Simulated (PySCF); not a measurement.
**Electron correlation in P (phosphorus, neutral)**

[Ne] 3s2 3p2 4s1, high-spin 4P determinant (an excited configuration). Calculation: PySCF 2.14, in aug-cc-pV(T+d)Z with one added diffuse shell each of s, p, d, f type (7s6p5d3f, 71 functions); the non-relativistic Hamiltonian (point nucleus). Frozen: [Ne]; 5 electrons correlated.

```json
{"level": "CCSD", "correlation energy (mhartree)": "-91.54"}
{"level": "(T)", "correlation energy (mhartree)": "-3.25"}
{"level": "CCSD(T)", "correlation energy (mhartree)": "-94.79"}
```

Diagnostics: T1 = 0.025, D1 = 0.0760, largest double amplitude 0.098.

The outer electron is Rydberg-like, and this basis confines it to a smaller radius and binds it less than a complete one would.

Cost of the coupled-cluster step: of the order of 11 core-seconds, for 5 correlated electrons.

Iterations:

```
CC2 = 0
CCSD nocc = (np.int64(4), np.int64(1)), nmo = (66, 66)
frozen orbitals [[0, 1, 2, 3, 4], [0, 1, 2, 3, 4]]
max_cycle = 100
direct = 0
conv_tol = 1e-08
conv_tol_normt = 1e-06
diis_space = 8
diis_start_cycle = 0
Init t2, MP2 energy = -0.0706100636757735
Init E_corr(UCCSD) = -0.0706100636798216
cycle = 1  E_corr(UCCSD) = -0.0848657089365666  dE = -0.0142556453  norm(t1,t2) = 0.0593236
cycle = 2  E_corr(UCCSD) = -0.0888534017984628  dE = -0.00398769286  norm(t1,t2) = 0.0265655
cycle = 3  E_corr(UCCSD) = -0.0916173930938475  dE = -0.0027639913  norm(t1,t2) = 0.0142378
cycle = 4  E_corr(UCCSD) = -0.0914272451192443  dE = 0.000190147975  norm(t1,t2) = 0.00438649
cycle = 5  E_corr(UCCSD) = -0.0915170981092687  dE = -8.985299e-05  norm(t1,t2) = 0.00289836
cycle = 6  E_corr(UCCSD) = -0.0914991137781365  dE = 1.79843311e-05  norm(t1,t2) = 0.00163649
cycle = 7  E_corr(UCCSD) = -0.0915368922834424  dE = -3.77785053e-05  norm(t1,t2) = 0.00102615
cycle = 8  E_corr(UCCSD) = -0.0915437545510539  dE = -6.86226761e-06  norm(t1,t2) = 0.000709175
cycle = 9  E_corr(UCCSD) = -0.0915353128861624  dE = 8.44166489e-06  norm(t1,t2) = 0.000361147
cycle = 10  E_corr(UCCSD) = -0.0915420925254752  dE = -6.77963931e-06  norm(t1,t2) = 0.000103703
cycle = 11  E_corr(UCCSD) = -0.0915426810040588  dE = -5.88478584e-07  norm(t1,t2) = 4.13368e-05
cycle = 12  E_corr(UCCSD) = -0.0915415998590364  dE = 1.08114502e-06  norm(t1,t2) = 1.72879e-05
cycle = 13  E_corr(UCCSD) = -0.0915417941367671  dE = -1.94277731e-07  norm(t1,t2) = 3.96981e-06
cycle = 14  E_corr(UCCSD) = -0.091541879163597  dE = -8.50268299e-08  norm(t1,t2) = 1.15064e-06
cycle = 15  E_corr(UCCSD) = -0.0915418660365085  dE = 1.31270885e-08  norm(t1,t2) = 5.25114e-07
cycle = 16  E_corr(UCCSD) = -0.0915418622730515  dE = 3.76345692e-09  norm(t1,t2) = 1.98194e-07
UCCSD converged
E(UCCSD) = -340.5645023121932  E_corr = -0.09154186227305154
UCCSD(T) correction = -0.00324991652108696
```
